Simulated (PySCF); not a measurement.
# Radial density of Be (beryllium, neutral)

HSE06, [He] 2s1 3d1, high-spin 3D determinant (an excited configuration). Computed with PySCF 2.14 in aug-cc-pVQZ-DK, with scalar relativity by spin-free X2C-1e.

```json
{"r (bohr)": "0.00630", "4πr²ρ (e/bohr)": "0.01694", "4πr²(ρα − ρβ)": "0.0005"}
{"r (bohr)": "0.0106", "4πr²ρ (e/bohr)": "0.04590", "4πr²(ρα − ρβ)": "0.0012"}
{"r (bohr)": "0.0178", "4πr²ρ (e/bohr)": "0.1221", "4πr²(ρα − ρβ)": "0.0033"}
{"r (bohr)": "0.0300", "4πr²ρ (e/bohr)": "0.3125", "4πr²(ρα − ρβ)": "0.0083"}
{"r (bohr)": "0.0504", "4πr²ρ (e/bohr)": "0.7507", "4πr²(ρα − ρβ)": "0.0198"}
{"r (bohr)": "0.0848", "4πr²ρ (e/bohr)": "1.617", "4πr²(ρα − ρβ)": "0.0419"}
{"r (bohr)": "0.143", "4πr²ρ (e/bohr)": "2.912", "4πr²(ρα − ρβ)": "0.0715"}
{"r (bohr)": "0.240", "4πr²ρ (e/bohr)": "3.911", "4πr²(ρα − ρβ)": "0.0815"}
{"r (bohr)": "0.404", "4πr²ρ (e/bohr)": "3.258", "4πr²(ρα − ρβ)": "0.0334"}
{"r (bohr)": "0.679", "4πr²ρ (e/bohr)": "1.279", "4πr²(ρα − ρβ)": "0.0068"}
{"r (bohr)": "1.14", "4πr²ρ (e/bohr)": "0.3833", "4πr²(ρα − ρβ)": "0.2351"}
{"r (bohr)": "1.92", "4πr²ρ (e/bohr)": "0.4892", "4πr²(ρα − ρβ)": "0.4864"}
{"r (bohr)": "3.23", "4πr²ρ (e/bohr)": "0.3008", "4πr²(ρα − ρβ)": "0.3008"}
{"r (bohr)": "5.43", "4πr²ρ (e/bohr)": "0.2720", "4πr²(ρα − ρβ)": "0.2720"}
{"r (bohr)": "9.14", "4πr²ρ (e/bohr)": "0.01488", "4πr²(ρα − ρβ)": "0.0149"}
```

Densities and radii are taken from the X2C orbitals without a picture-change correction, which distorts them close to the nucleus.

The outer electron is Rydberg-like, and this basis confines it to a smaller radius and binds it less than a complete one would. At HSE06 the highest occupied level has a positive energy, so only the finite basis holds that electron; for this excited configuration the basis is too tight for the outer shell.
